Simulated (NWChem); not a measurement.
All runs are NWChem calculations. System: Br₂, charge 1, spin multiplicity 2, at the geometry of a parent with another charge or spin, in a state set for the comparison that need not be this species' ground state. Its SCF solution wasn't tested for a lower state. Level: UMP2/def2-SVP, 18 core orbitals frozen.

NWChem printed:

```
             Northwest Computational Chemistry Package (NWChem) 7.3.0
             --------------------------------------------------------

                                NWChem Input Module
                                -------------------

 Scaling coordinates for geometry "geometry" by  1.889725989
 (inverse scale =  0.529177249)

 Turning off AUTOSYM since
 SYMMETRY directive was detected!

                             Geometry "geometry" -> ""
                             -------------------------

 Output coordinates in angstroms (scale by  1.889725989 to convert to a.u.)

  No.       Tag          Charge          X              Y              Z
 ---- ---------------- ---------- -------------- -------------- --------------
    1 Br                  35.0000     0.00000000     0.00000000     1.14917100
    2 Br                  35.0000     0.00000000     0.00000000    -1.14917100

 Effective nuclear repulsion energy (a.u.)     282.0477239787

            Nuclear Dipole moment (a.u.)
            ----------------------------
        X                 Y               Z
 ---------------- ---------------- ----------------
     0.0000000000     0.0000000000     0.0000000000

      Symmetry information
      --------------------

 Group name             D2h
 Group number             26
 Group order               8
 No. of unique centers     1

      Symmetry unique atoms

     1


 Summary of "ao basis" -> "" (spherical)
 ------------------------------------------------------------------------------
       Tag                 Description            Shells   Functions and Types
 ---------------- ------------------------------  ------  ---------------------
 *                          def2-svp                  on all atoms

 Summary of "ao basis" -> "ao basis" (spherical)
 ------------------------------------------------------------------------------
       Tag                 Description            Shells   Functions and Types
 ---------------- ------------------------------  ------  ---------------------
 Br                         def2-svp                12       32   5s4p3d

                                 NWChem SCF Module
                                 -----------------

  ao basis        = "ao basis"
  functions       =    64
  atoms           =     2
  alpha electrons =    35
  beta  electrons =    34
  charge          =   1.00
  wavefunction    = UHF
  use symmetry    = T
  symmetry adapt  = T

 Summary of "ao basis" -> "ao basis" (spherical)
[...]
     2   0 2 0    -25.771743    -13.226213    -12.545529      0.000000
     2   0 1 1      0.000000      0.000000     -0.000000      0.000000
     2   0 0 2    -15.461781   -175.961443   -169.615162    330.114824

                   NWChem MP2 Semi-direct Energy/Gradient Module
                   ---------------------------------------------

  Basis functions       =     64
  Molecular orbitals    =     64
  Frozen core           =     18
  Frozen virtuals       =      0
  Active alpha occupied =     17
  Active beta occupied  =     16
  Active alpha virtual  =     29
  Active beta virtual   =     30
  Use MO symmetry       = T
  Use skeleton AO sym   = T

  AO/Fock/Back tols     =   1.0D-09  1.0D-09  1.0D-09

 GA uses MA = F    GA memory limited = T

 Available:
  local mem=  1.26D+08
 global mem=  1.44D+08
 local disk=  0.00D+00
  mp2_memr nvloc                    29
  nvloc new                    29
   1 passes of  17:        3145728                      20927                   3242145.
   1 passes of  17: M    126153443           G      144171008           F     123007715.

 Semi-direct pass number   1 of   1  for UHF alpha       at        1.0s
  vrange nnbf                  1930
  mp2_eaftype                    12  avail_ma_in_mb                  1099
 EAF : mp2_eaftype filesize          12    1621072.
  mp2_eaf for mointskh                     12
Node 0 wrote      7.6 Mb in      0.0 s     Agg I/O rate:  1137.7 Mb/s
 Done moints_semi at        2.8s
  mp2_eaftype                    12  avail_ma_in_mb                  1087
 EAF : mp2_eaftype filesize          12    1621072.
  mp2_eaf for kh                    12
 Done maket at        2.8s
 Done multipass loop at        2.8s

 GA uses MA = F    GA memory limited = T

 Available:
  local mem=  1.26D+08
 global mem=  1.44D+08
 local disk=  0.00D+00
  mp2_memr nvloc                    30
  nvloc new                    30
   1 passes of  16:        3145728                      20595                   3156839.
   1 passes of  16: M    126153443           G      144171008           F     123007715.

 Semi-direct pass number   1 of   1  for UHF beta        at        2.8s
  vrange nnbf                  1930
  mp2_eaftype                    12  avail_ma_in_mb                  1099
 EAF : mp2_eaftype filesize          12    1578419.
  mp2_eaf for mointskh                     12
Node 0 wrote      7.4 Mb in      0.0 s     Agg I/O rate:  1535.4 Mb/s
 Done moints_semi at        4.6s
  mp2_eaftype                    12  avail_ma_in_mb                  1087
 EAF : mp2_eaftype filesize          12    1578419.
  mp2_eaf for kh                    12
 Done maket at        4.7s
 Done multipass loop at        4.7s

          -------------------------------------------
          SCF energy               -5143.801599321902
          Correlation energy          -0.458256833839
          Singlet pairs                0.000000000000
          Triplet pairs                0.000000000000
          Total MP2 energy         -5144.259856155741
          -------------------------------------------

          ---------------------------------------------------
                    Spin Component Scaled (SCS) MP2
          Same spin pairs                     -0.147316051164
          Same spin scaling factor             0.333333333333
          Opposite spin pairs                 -0.310940782675
          Opposite spin scaling fact.          1.200000000000
          SCS-MP2 correlation energy          -0.422234289598
          Total SCS-MP2 energy             -5144.223833611500
          ---------------------------------------------------

 -----------------------
 Performance information
 -----------------------

 Timer overhead =  1.92D-07 seconds/call

               Nr. of calls         CPU time (s)                 Wall time (s)                GFlops
             ---------------    -------------------     ------------------------------   -------------------
Name         Min   Avg   Max    Min     Avg     Max     Min     Avg     Max   Mx/calls   Min     Max     Sum
mp2: moin     2     2     2    3.6     3.6     3.6      3.6     3.6     3.6     1.8      0.0     0.0     0.0
mp2: make     2     2     2   0.11    0.11    0.11     0.11    0.11    0.11    5.31E-2   0.0     0.0     0.0
mp2: tota     1     1     1    3.7     3.7     3.7      3.7     3.7     3.7     3.7      0.0     0.0     0.0

 The average no. of pstat calls per process was 5.00D+00
 with a timing overhead of 9.62D-07s

 Task  times  cpu:        4.6s     wall:        4.6s

 Total times  cpu:        4.7s     wall:        4.7s
```

### Question
Write an NWChem input that would produce this output.

### Answer
This is not unique; one that fits is 
```
start mol
memory heap 200 mb stack 900 mb global 1100 mb
charge 1
geometry units angstroms nocenter noautoz
  Br     0.000000     0.000000     1.149171
  Br     0.000000     0.000000    -1.149171
  symmetry group D2h
end
basis spherical
  * library def2-svp
end
scf
  uhf
  nopen 1
  maxiter 100
  thresh 1e-7
  semidirect memsize 60000000 filesize 0
  # guess.movecs holds the orbitals of an unrestricted PBE0 run
  vectors input guess.movecs output mol.movecs
end
mp2
  freeze core 18
end
task mp2 energy
```
